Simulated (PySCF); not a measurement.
```xyz
3
charge 0 multiplicity 3, angstrom
Cu    0.0000    0.0000   -0.9212
O     0.0000    0.0000   -2.6313
Br    0.0000    0.0000    1.2679
```

These are results of PySCF, UPBE0, basis Cu def2-TZVP, O def2-TZVP, Br def2-TZVP (no relativity, density fitting), not measurements.

This geometry of CuOBr is a stationary point at this level.

Task: What is the point group?

Result: C∞v.

Task: Is it a minimum?

Result: Yes: all harmonic wavenumbers are real.

Task: Which band is strongest in the infrared?

Result: 302 cm⁻¹ (σ+), 19 km/mol.

Task: Give the atomic charges and bond orders.

Result: 
| atom | Mulliken | Löwdin | polar tensor | spin (Mulliken) | Mayer order to Cu1 |
| --- | --- | --- | --- | --- | --- |
| Cu1 | 0.49 | 0.01 | 0.43 | 0.38 | – |
| O2 | -0.20 | -0.08 | 0.03 | 1.45 | 1.23 |
| Br3 | -0.28 | 0.07 | -0.46 | 0.17 | 1.02 |

Task: Give the ideal-gas entropy at 298.15 K and 1 bar by parts.

Result: translation 172.0, rotation 76.3, vibration 34.8, spin 9.1; total 292.3 J/(mol K).

Other isomers or separated fragments may lie lower. Open d and f shells are described by one determinant, and the ground state may have another occupation or spin.
